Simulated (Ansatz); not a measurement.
# Competing steps

Reactants: CH₆Si ([CH3][SiH3]) + AsH₃ (brackets give SMILES or just the links). Saddle points were found for several chosen steps; others may exist. Gas-phase electronic energies, without zero-point energy, by CCSD(T) at an estimated basis limit (MP2 extrapolated from triple and quadruple zeta, plus CCSD(T) − MP2 in triple zeta); Ansatz 0.2.0, def2-TZVPP and QZVPP, frozen cores, on PBE0-D4/def2-TZVP structures. Extrapolation: Hartree–Fock as exp(−7.88 √X), correlation as X^−2.97. No counterpoise correction.

Q: Rank the steps by the energy of their saddle points, lowest first, and give each saddle's height above the lowest. (Judge from chemistry; the value comes from the calculation.)
A. four-centre ligand exchange, to SiAsH₅ ([SiH3][AsH2]) + CH₄ (breaks or loosens As–H, C–Si; forms As–Si, C–H)
B. four-centre ligand exchange, to CH₇AsSi ([CH3][SiH2][AsH2]) + H₂ (breaks or loosens As–H, H–Si; forms As–Si, H–H)

A: The calculation gives: B (0.0 kJ/mol), A (27.0 kJ/mol). Heights count from the lowest.

The lowest of these saddles lies at 249.2 kJ/mol relative to the separated reactants.

Q: Does the lowest of these saddles lead to the lowest end structure (the products still in contact)? (A judgement: the text doesn't fix the answer.)

A: By the calculation: No: the step over a higher saddle ends lower. Relative to the separated reactants, the ends lie at -15.2 (CH₇AsSi ([CH3][SiH2][AsH2]) + H₂); -41.7 (SiAsH₅ ([SiH3][AsH2]) + CH₄) kJ/mol.

No T1 diagnostic of these runs exceeds 0.012. The filled d shells of As are correlated in sets not built for that, so values that involve them are less sure.

For scale, one of the runs: CCSD(T)/def2-TZVPP, 247 basis functions, launched by `ansatz run in.yaml --threads 4 --pin off --events-out ev --progress --plain --max-ram 9574MiB`. Hardware: 4 CPU threads of an Intel Xeon, shared host. Wall time 2.7 min; peak host memory 4.9 GiB.
